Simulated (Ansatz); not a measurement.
Relaxation of CH$_{6}$N$_{2}$Si (10 atoms, charge 0, multiplicity 1), to a largest force component of 0.015 eV/Å in at most 40 steps.

Computed with RHF/def2-SVP in Ansatz 0.2.0.

```xyz
10
Properties=species:S:1:pos:R:3:forces:R:3
N -1.304 1.047 0.033 -2.80 3.65 -0.56
C -0.263 0.423 -0.137 2.34 -0.26 -1.40
N -0.114 -0.858 0.264 1.57 -3.92 -0.72
Si 1.200 1.278 -1.029 -0.36 1.54 -0.24
H -1.251 2.020 -0.398 -0.24 -2.12 1.24
H -0.955 -1.435 0.405 0.80 1.07 0.01
H 0.653 -1.441 -0.204 -2.05 1.77 1.30
H 1.801 2.334 -0.136 -0.27 -0.35 -0.24
H 2.211 0.345 -1.391 0.96 -0.92 -0.28
H 0.739 1.970 -2.322 0.05 -0.46 0.91
```

Q: Where does it end, and by what steps?

A: The run converged. After 13 steps the energy has fallen by 0.467 eV; H8 moved furthest, 0.51 Å.

```csv
step,energy less start (eV),largest force component (eV/Å),accepted
0,0.0000,3.923,yes
1,-0.3730,1.362,yes
2,-0.4366,0.417,yes
3,-0.4444,0.337,yes
4,-0.4505,0.099,yes
5,-0.4529,0.142,yes
6,-0.4563,0.193,yes
7,-0.4586,0.185,yes
8,-0.4616,0.098,yes
9,-0.4649,0.089,yes
10,-0.4663,0.093,yes
11,-0.4669,0.043,yes
12,-0.4671,0.021,yes
13,-0.4672,0.008,yes
```

```xyz
10
Properties=species:S:1:pos:R:3
N -1.436 0.933 -0.223
C -0.281 0.429 -0.267
N -0.030 -0.769 0.363
Si 1.240 1.303 -1.044
H -1.480 1.831 -0.671
H -0.848 -1.254 0.681
H 0.674 -1.363 -0.024
H 2.062 1.921 0.019
H 2.067 0.311 -1.774
H 0.750 2.342 -1.975
```

Run time: 32 s on 1 thread of Intel(R) Xeon(R) Platinum 8259CL CPU @ 2.50GHz (Skylake/Cascade Lake), on a shared host, peak memory 0.17 GiB.
